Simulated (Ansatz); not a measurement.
Ansatz (a program for electronic structure) input (PBE/6-31G* with LANL2DZ past Ar): The .json file joins the Basis Set Exchange's 6-31G* for atoms up to Ar and LANL2DZ past it.

Ansatz 0.2 input:
```yaml
crystal:
  periodic: [false, false, false]
  atoms:
    - {symbol: Nb, position_ang: [0.26755600, 0.12327800, 0.34899700]}
    - {symbol: O, position_ang: [1.52732400, -0.83754600, -0.31113100]}
    - {symbol: O, position_ang: [-0.47416500, -1.19608200, 1.29710500]}
    - {symbol: Cl, position_ang: [-1.14088700, 0.65968300, -1.30568600]}
basis:
  gaussian:
    orbitals: 6-31Gs+LANL2DZ.json
hamiltonian:
  xc: {name: PBE}
total_charge: 1
magnetization: {spin_polarized: true, initial_magnetization: 1}
relax: {f_tol: 0.003, max_steps: 120}
```

Output:

```
Functional definition: PBE
integrals: 0.02 GiB planned
756 factors; their error is unknown
mean field: 0.21 GiB planned
mean field evaluation 1: about -18092.4631 eV, gradient 9.7e1 eV
mean field evaluation 2: about -17597.9062 eV, gradient 2.4e2 eV
mean field evaluation 4: about -17980.5323 eV, gradient 1.3e2 eV
mean field evaluation 8: about -18131.9246 eV, gradient 1.4e1 eV
mean field evaluation 16: about -18132.7156 eV, gradient 4.3e-3 eV
mean field evaluation 32: about -18131.8217 eV, gradient 1.0e1 eV
mean field -18132.71559835 eV, -666.3650074431 hartree, gradient 2.0e-5 eV, S^2 0.767507; 7 other end points of the search recorded, 0 dependent functions left out
the calculation of the forces begins
reference -18132.71565642 eV, -666.3650095773 hartree; 23, 22 occupied and 48, 49 virtual orbitals, 756 factors
relax step   1: F+E_penalty+E_count = -18132.71559835 eV  Δ(F+E_penalty+E_count) = +0.000e0 eV  max|allowed force component| = 1.105e0 eV/Å  Δτ_max = 0.0000 Å  (144 SCF iters, accepted)
these checks for a lower state are left out or cut short: starts, cluster_reference, orbital_swaps, neighbouring_geometries, increment
integrals: 0.02 GiB planned
756 factors; their error is unknown
mean field: 0.21 GiB planned
mean field -18132.73170036 eV, -666.3655991812 hartree, gradient 1.9e-5 eV, S^2 0.769959; 0 other end points of the search recorded, 0 dependent functions left out
the calculation of the forces begins
reference -18132.73176092 eV, -666.3656014066 hartree; 23, 22 occupied and 48, 49 virtual orbitals, 756 factors
relax step   2: F+E_penalty+E_count = -18132.73170036 eV  Δ(F+E_penalty+E_count) = -1.610e-2 eV  max|allowed force component| = 8.438e-1 eV/Å  Δτ_max = 0.1163 Å  (46 SCF iters, accepted)
these checks for a lower state are left out or cut short: starts, cluster_reference, orbital_swaps, neighbouring_geometries, increment
integrals: 0.02 GiB planned
756 factors; their error is unknown
mean field: 0.21 GiB planned
mean field evaluation 64: about -18132.5935 eV, gradient 3.3e0 eV
mean field -18132.76377039 eV, -666.3667777333 hartree, gradient 1.9e-5 eV, S^2 0.769548; 0 other end points of the search recorded, 0 dependent functions left out
the calculation of the forces begins
reference -18132.76382972 eV, -666.3667799135 hartree; 23, 22 occupied and 48, 49 virtual orbitals, 756 factors
relax step   3: F+E_penalty+E_count = -18132.76377039 eV  Δ(F+E_penalty+E_count) = -3.207e-2 eV  max|allowed force component| = 3.760e-1 eV/Å  Δτ_max = 0.0657 Å  (44 SCF iters, accepted)
these checks for a lower state are left out or cut short: starts, cluster_reference, orbital_swaps, neighbouring_geometries, increment
integrals: 0.02 GiB planned
756 factors; their error is unknown
mean field: 0.21 GiB planned
mean field -18132.77242153 eV, -666.3670956568 hartree, gradient 1.4e-5 eV, S^2 0.769607; 0 other end points of the search recorded, 0 dependent functions left out
the calculation of the forces begins
reference -18132.77248089 eV, -666.3670978380 hartree; 23, 22 occupied and 48, 49 virtual orbitals, 756 factors
relax step   4: F+E_penalty+E_count = -18132.77242153 eV  Δ(F+E_penalty+E_count) = -8.651e-3 eV  max|allowed force component| = 3.121e-2 eV/Å  Δτ_max = 0.0186 Å  (42 SCF iters, accepted)
these checks for a lower state are left out or cut short: starts, cluster_reference, orbital_swaps, neighbouring_geometries, increment
integrals: 0.02 GiB planned
756 factors; their error is unknown
mean field: 0.21 GiB planned
mean field -18132.77270538 eV, -666.3671060878 hartree, gradient 1.8e-5 eV, S^2 0.769508; 0 other end points of the search recorded, 0 dependent functions left out
the calculation of the forces begins
reference -18132.77276478 eV, -666.3671082707 hartree; 23, 22 occupied and 48, 49 virtual orbitals, 756 factors
relax step   5: F+E_penalty+E_count = -18132.77270538 eV  Δ(F+E_penalty+E_count) = -2.838e-4 eV  max|allowed force component| = 1.138e-2 eV/Å  Δτ_max = 0.0079 Å  (38 SCF iters, accepted)
these checks for a lower state are left out or cut short: starts, cluster_reference, orbital_swaps, neighbouring_geometries, increment
integrals: 0.02 GiB planned
756 factors; their error is unknown
mean field: 0.21 GiB planned
mean field -18132.77270646 eV, -666.3671061276 hartree, gradient 2.6e-5 eV, S^2 0.769482; 0 other end points of the search recorded, 0 dependent functions left out
the calculation of the forces begins
reference -18132.77276587 eV, -666.3671083107 hartree; 23, 22 occupied and 48, 49 virtual orbitals, 756 factors
relax step   6: F+E_penalty+E_count = -18132.77270646 eV  Δ(F+E_penalty+E_count) = -1.083e-6 eV  max|allowed force component| = 3.980e-3 eV/Å  Δτ_max = 0.0008 Å  (33 SCF iters, accepted)
these checks for a lower state are left out or cut short: starts, cluster_reference, orbital_swaps, neighbouring_geometries, increment
integrals: 0.02 GiB planned
756 factors; their error is unknown
mean field: 0.21 GiB planned
mean field evaluation 96: about -18132.8062 eV, gradient 4.9e-2 eV
mean field -18132.77270832 eV, -666.3671061960 hartree, gradient 3.3e-5 eV, S^2 0.769469; 0 other end points of the search recorded, 0 dependent functions left out
the calculation of the forces begins
reference -18132.77276773 eV, -666.3671083791 hartree; 23, 22 occupied and 48, 49 virtual orbitals, 756 factors
relax step   7: F+E_penalty+E_count = -18132.77270832 eV  Δ(F+E_penalty+E_count) = -1.862e-6 eV  max|allowed force component| = 1.424e-3 eV/Å  Δτ_max = 0.0005 Å  (28 SCF iters, accepted)
integrals: 0.02 GiB planned
756 factors; their error is unknown
mean field: 0.21 GiB planned
mean field evaluation 128: about -18130.8362 eV, gradient 1.0e1 eV
mean field -18132.77270832 eV, -666.3671061960 hartree, gradient 3.3e-5 eV, S^2 0.769469; 8 other end points of the search recorded, 0 dependent functions left out
the calculation of the forces begins
reference -18132.77276773 eV, -666.3671083791 hartree; 23, 22 occupied and 48, 49 virtual orbitals, 756 factors
Total energy: -18132.77276773 eV, -666.3671083791 hartree
Atom 0 at     0.281034     0.139852     0.399390 Å, force    -0.000549    -0.001424    -0.000994 eV/Å
Atom 1 at     1.546059    -0.842630    -0.345740 Å, force    -0.000685     0.000769     0.000382 eV/Å
Atom 2 at    -0.503079    -1.178563     1.275611 Å, force     0.000347     0.000958    -0.000472 eV/Å
Atom 3 at    -1.144186     0.630674    -1.299976 Å, force     0.000887    -0.000303     0.001085 eV/Å
Dipole moment:     0.292186     0.732424     0.520995 e Å
```

The dipole moment of an ion depends on the origin.

The geometry given is a B3LYP-D3(BJ)/def2-TZVP minimum.
